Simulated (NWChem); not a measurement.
The numbers come from NWChem runs, not from measurements. System: HB, charge 0, spin multiplicity 1, at a geometry optimised with PBE0/def2-SVP. The structure started from a generated list of species. Level: CR-CCSD(T)/def2-SVP, 1 core orbitals frozen.

Job file:

```
start mol
memory heap 100 mb stack 700 mb global 1900 mb
geometry units angstroms nocenter noautoz
  B      0.000000     0.000000     0.208709
  H      0.000000     0.000000    -1.043544
  symmetry group C2v
end
basis spherical
  * library def2-svp
end
scf
  rhf
  nopen 0
  maxiter 100
  thresh 1e-7
  semidirect memsize 60000000 filesize 0
end
tce
  freeze core 1
  cr-ccsd(t)
  2eorb
  2emet 13
  thresh 1e-6
  maxiter 100
  tilesize 24
end
task tce energy
```

NWChem printed:

```
             Northwest Computational Chemistry Package (NWChem) 7.3.0
             --------------------------------------------------------

                                NWChem Input Module
                                -------------------

 Scaling coordinates for geometry "geometry" by  1.889725989
 (inverse scale =  0.529177249)

 Turning off AUTOSYM since
 SYMMETRY directive was detected!

                             Geometry "geometry" -> ""
                             -------------------------

 Output coordinates in angstroms (scale by  1.889725989 to convert to a.u.)

  No.       Tag          Charge          X              Y              Z
 ---- ---------------- ---------- -------------- -------------- --------------
    1 B                    5.0000     0.00000000     0.00000000     0.20870900
    2 H                    1.0000     0.00000000     0.00000000    -1.04354400

 Effective nuclear repulsion energy (a.u.)       2.1129007038

            Nuclear Dipole moment (a.u.)
            ----------------------------
        X                 Y               Z
 ---------------- ---------------- ----------------
     0.0000000000     0.0000000000     0.0000018897

      Symmetry information
      --------------------

 Group name             C2v
 Group number             16
 Group order               4
 No. of unique centers     2

      Symmetry unique atoms

     1    2


 Summary of "ao basis" -> "" (spherical)
 ------------------------------------------------------------------------------
       Tag                 Description            Shells   Functions and Types
 ---------------- ------------------------------  ------  ---------------------
 *                          def2-svp                  on all atoms

 Summary of "ao basis" -> "ao basis" (spherical)
 ------------------------------------------------------------------------------
       Tag                 Description            Shells   Functions and Types
 ---------------- ------------------------------  ------  ---------------------
 B                          def2-svp                 6       14   3s2p1d
 H                          def2-svp                 3        5   2s1p

                                 NWChem SCF Module
                                 -----------------

  ao basis        = "ao basis"
  functions       =    19
  atoms           =     2
  closed shells   =     3
  open shells     =     0
  charge          =   0.00
  wavefunction    = RHF
  use symmetry    = T
  symmetry adapt  = T

 Summary of "ao basis" -> "ao basis" (spherical)
 ------------------------------------------------------------------------------
       Tag                 Description            Shells   Functions and Types
 ---------------- ------------------------------  ------  ---------------------
 B                          def2-svp                 6       14   3s2p1d
 H                          def2-svp                 3        5   2s1p

      Symmetry analysis of basis
      --------------------------

        a1         10
        a2          1
        b1          4
        b2          4

 Forming initial guess at       0.0s

      Superposition of Atomic Density Guess
      -------------------------------------

 Sum of atomic energies:         -25.00327368

      Non-variational initial energy
      ------------------------------

 Total energy =     -24.924248
 1-e energy   =     -36.901722
 2-e energy   =       9.864573
 HOMO         =      -0.190969
 LUMO         =      -0.009636
[...]
  ----- ------------  ---------------      ----- ------------  ---------------
     8      0.716895  1 B  py                 5     -0.404612  1 B  py

 Vector    6  Occ=0.000000D+00  E= 2.625209D-01  Symmetry=a1
              MO Center= -4.7D-18,  7.2D-17, -3.4D-01, r^2= 4.1D+00
   Bfn.  Coefficient  Atom+Function         Bfn.  Coefficient  Atom+Function
  ----- ------------  ---------------      ----- ------------  ---------------
    16      2.908904  2 H  s                  3     -2.137925  1 B  s
     9      1.857940  1 B  pz                 6     -0.266205  1 B  pz

 center of mass
 --------------
 x =   0.00000000 y =   0.00000000 z =   0.19594185

 moments of inertia (a.u.)
 ------------------
           5.170423550438           0.000000000000           0.000000000000
           0.000000000000           5.170423550438           0.000000000000
           0.000000000000           0.000000000000           0.000000000000

  Mulliken analysis of the total density
  --------------------------------------

    Atom       Charge   Shell Charges
 -----------   ------   -------------------------------------------------------
    1 B    5     4.90   1.99  1.15  0.68  0.78  0.28  0.02
    2 H    1     1.10   0.75  0.34  0.01

       Multipole analysis of the density wrt the origin
       ------------------------------------------------

     L   x y z        total         open         nuclear
     -   - - -        -----         ----         -------
     0   0 0 0     -0.000000      0.000000      6.000000

     1   1 0 0      0.000000      0.000000      0.000000
     1   0 1 0      0.000000      0.000000      0.000000
     1   0 0 1     -0.689647      0.000000      0.000002

     2   2 0 0     -4.977484      0.000000      0.000000
     2   1 1 0      0.000000      0.000000      0.000000
     2   1 0 1     -0.000000      0.000000      0.000000
     2   0 2 0     -4.977484      0.000000      0.000000
     2   0 1 1      0.000000      0.000000      0.000000
     2   0 0 2     -8.067838      0.000000      4.666600

                   NWChem Extensible Many-Electron Theory Module
                   ---------------------------------------------


            General Information
            -------------------
      Number of processors :     1
         Wavefunction type : Restricted Hartree-Fock
          No. of electrons :     6
           Alpha electrons :     3
            Beta electrons :     3
           No. of orbitals :    38
            Alpha orbitals :    19
             Beta orbitals :    19
        Alpha frozen cores :     1
         Beta frozen cores :     1
     Alpha frozen virtuals :     0
      Beta frozen virtuals :     0
         Spin multiplicity : singlet
    Number of AO functions :    19
       Number of AO shells :     9
        Use of symmetry is : on
      Symmetry adaption is : on
         Schwarz screening : 0.10D-09

          Correlation Information
          -----------------------
          Calculation type : Coupled-cluster singles & doubles w/ perturbation
   Perturbative correction : Completely renormalized (T)
            Max iterations :      100
        Residual threshold : 0.10D-05
     T(0) DIIS level shift : 0.00D+00
     L(0) DIIS level shift : 0.00D+00
     T(1) DIIS level shift : 0.00D+00
     L(1) DIIS level shift : 0.00D+00
     T(R) DIIS level shift : 0.00D+00
     T(I) DIIS level shift : 0.00D+00
   CC-T/L Amplitude update :  5-th order DIIS
                I/O scheme : Global Array Library
        L-threshold :  0.10D-05
        EOM-threshold :  0.10D-05
 no EOMCCSD initial starts read in
 TCE RESTART OPTIONS
 SLICE:      F
 D4D5:       F
 quantumc:   F
 qrotation:  F
 pwtce:      F
 qducc:      F
 nacto:                         0
 nrotv:                         0
 nrot:                          0

            Memory Information
            ------------------
          Available GA space size is     249036439 doubles
          Available MA space size is     104856116 doubles

 Maximum block size supplied by input
 Maximum block size        24 doubles

 tile_dim =      7

 -------------------------------------------------

 Global array virtual files algorithm will be used

 Parallel file system coherency ......... OK

 4-electron integrals stored in orbital form

 v2    file size   =             9494
 4-index algorithm nr.  13 is used
 imaxsize =       30
 imaxsize ichop =        0


CCSD iterations
 ---------------------------------------------------------
 Iter          Residuum       Correlation     Cpu    Wall
 ---------------------------------------------------------
    1   0.1000555400626  -0.0598859489733     0.0     0.0
    2   0.0419360650420  -0.0758868464975     0.0     0.0
    3   0.0224815388112  -0.0812429072246     0.0     0.0
    4   0.0132194521856  -0.0835939314169     0.0     0.0
    5   0.0081139530645  -0.0847986290099     0.0     0.0
    6   0.0009148488440  -0.0864773582013     0.0     0.0
    7   0.0004842029801  -0.0864778541312     0.0     0.0
    8   0.0003051564311  -0.0864773215678     0.0     0.0
    9   0.0001992214802  -0.0864781637136     0.0     0.0
   10   0.0001319558154  -0.0864791750430     0.0     0.0
   11   0.0000146302500  -0.0864822215594     0.0     0.0
   12   0.0000072438723  -0.0864832595051     0.0     0.0
   13   0.0000043681537  -0.0864838667153     0.0     0.0
   14   0.0000027315590  -0.0864842213790     0.0     0.0
   15   0.0000017454786  -0.0864844296199     0.0     0.0
   16   0.0000002139620  -0.0864847535114     0.0     0.0
 -----------------------------------------------------------------
 Iterations converged
 CCSD correlation energy / hartree =        -0.086484753511417
 CCSD total energy / hartree       =       -25.185423816838338

 Singles contributions

 Doubles contributions
     4b1  (alpha)     4b1  (beta ) ---     3a1  (alpha)     3a1  (beta )       -0.1255152662
     5b2  (alpha)     5b2  (beta ) ---     3a1  (alpha)     3a1  (beta )       -0.1255152662
 CR-CCSD(T)

 CR-CCSD[T]  correction energy / hartree =        -0.001309049919414
 CR-CCSD[T] correlation energy / hartree =        -0.087793803430831
 CR-CCSD[T] total energy / hartree       =       -25.186732866757751
 CR-CCSD(T)  correction energy / hartree =        -0.001283183076507
 CR-CCSD(T) correlation energy / hartree =        -0.087767936587924
 CR-CCSD(T) total energy / hartree       =       -25.186706999914843

 Task  times  cpu:        0.2s     wall:        0.2s

 Total times  cpu:        0.2s     wall:        0.2s
```
